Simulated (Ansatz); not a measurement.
C3F8 (`FC(F)(F)C(F)(F)C(F)(F)F`): the same geometry under several functionals.

```yaml
crystal:
  periodic: [false, false, false]
  atoms:
    - {symbol: F, position_ang: [0.701469, -1.129037, -1.529187]}
    - {symbol: C, position_ang: [-0.365004, -0.407565, -1.215070]}
    - {symbol: F, position_ang: [-1.352911, -1.221848, -0.872255]}
    - {symbol: F, position_ang: [-0.736382, 0.292736, -2.277483]}
    - {symbol: C, position_ang: [-0.040278, 0.576642, -0.060670]}
    - {symbol: F, position_ang: [-1.139224, 1.297213, 0.188681]}
    - {symbol: F, position_ang: [0.936843, 1.390667, -0.475029]}
    - {symbol: C, position_ang: [0.414653, -0.078465, 1.269977]}
    - {symbol: F, position_ang: [0.653876, 0.879624, 2.154228]}
    - {symbol: F, position_ang: [1.523406, -0.782009, 1.090424]}
    - {symbol: F, position_ang: [-0.531047, -0.875058, 1.747083]}
basis:
  gaussian: {orbitals: def2-TZVPP}
hamiltonian: {xc: {name: wB97X-V}}
output: {orbitals: {seedname: orbitals}}
```

```sh
$ ansatz run in.yaml --threads 2 --pin off --events-out ev --progress --plain --max-ram 22528MiB --backend cuda --devices 0, --max-vram 18GiB
```

It prints (some lines left out):

```
Functional definition: wB97X-V
1788 factors; their error is unknown
333 factors; integrals over basis functions are off by at most 2.1e-6 eV
mean field evaluation 1: about -24842.5170 eV, gradient 6.7e1 eV
mean field evaluation 2: about -24841.4747 eV, gradient 7.8e1 eV
mean field evaluation 4: about -24848.9593 eV, gradient 1.7e0 eV
mean field evaluation 8: about -24848.9830 eV, gradient 4.1e-2 eV
mean field evaluation 16: about -24849.0159 eV, gradient 1.0e-4 eV
mean field -24849.01592987 eV, -913.1844921549 hartree, gradient 1.6e-5 eV, S^2 0.000000; 0 other end points of the search recorded, 0 dependent functions left out
reference -24849.01592866 eV, -913.1844921104 hartree; 45, 45 occupied and 296, 296 virtual orbitals, 1788 factors
Total energy: -24849.01592866 eV, -913.1844921104 hartree
```

Run time 6 s (2 threads of an AMD EPYC 7R13 on a shared host and a share of an NVIDIA H100 80 GB); peak host memory 0.96 GiB.

Changing it to `hamiltonian: {xc: {name: B97M-V}}` (abridged; 5.5 s):

```
Functional definition: B97M-V
mean field evaluation 16: about -24849.2546 eV, gradient 2.5e-4 eV
mean field -24849.25458180 eV, -913.1932624516 hartree, gradient 3.9e-5 eV, S^2 0.000000
Total energy: -24849.25461844 eV, -913.1932637978 hartree
```

The same input with `hamiltonian: {xc: lda}` (abridged; 2.3 s):

```
Functional definition: SPW92
mean field evaluation 16: about -24692.6754 eV, gradient 2.1e-5 eV
mean field -24692.67535195 eV, -907.4390818876 hartree, gradient 2.1e-5 eV, S^2 0.000000
Total energy: -24692.67537425 eV, -907.4390827072 hartree
```

With the line `hamiltonian: {xc: {name: LC-wPBE}}` (abridged; 2.4 s):

```
Functional definition: LC-wPBE
mean field evaluation 16: about -24843.2524 eV, gradient 1.5e-4 eV
mean field -24843.25236513 eV, -912.9726850574 hartree, gradient 4.3e-5 eV, S^2 0.000000
Total energy: -24843.25236514 eV, -912.9726850575 hartree
```

With the line `hamiltonian: {xc: {name: PBE-QIDH}}` (abridged; 7 s):

```
Functional definition: PBE-QIDH
mean field evaluation 16: about -24805.3309 eV, gradient 7.0e-5 eV
mean field -24805.33089003 eV, -911.5790965514 hartree, gradient 4.6e-6 eV, S^2 0.000000
11 core orbitals not correlated: weight in the atoms' cores, before any rotation towards them, 1.000 or more for the frozen orbitals, at most 0.000 for the correlated occupied ones
second order -73.57537415 eV of doubles, -0.00000000 eV of singles
Total energy: -24829.85602189 eV, -912.4803785235 hartree
```

With the line `hamiltonian: {xc: {name: wB97M-V}}` and forces (abridged; 9.5 s):

```
Functional definition: wB97M-V
mean field evaluation 16: about -24851.4007 eV, gradient 1.4e-4 eV
mean field -24851.40071540 eV, -913.2721314065 hartree, gradient 4.2e-5 eV, S^2 0.000000
Total energy: -24851.40074490 eV, -913.2721324906 hartree
Atom 0 force     0.214981    -0.133532    -0.042878 eV/Å
Atom 1 force     0.055338     0.164605     0.195894 eV/Å
Atom 2 force    -0.188454    -0.151754     0.086157 eV/Å
Atom 3 force    -0.067470     0.140584    -0.191437 eV/Å
Atom 4 force     0.023782    -0.298048     0.032001 eV/Å
Atom 5 force    -0.212022     0.126441     0.049785 eV/Å
Atom 6 force     0.190321     0.144829    -0.078903 eV/Å
Atom 7 force    -0.076910     0.108842    -0.225313 eV/Å
Atom 8 force     0.041618     0.186705     0.156246 eV/Å
Atom 9 force     0.211226    -0.135205    -0.055246 eV/Å
Atom 10 force    -0.192412    -0.153467     0.073692 eV/Å
Dipole moment:     0.002072    -0.026437     0.002849 e Å
```
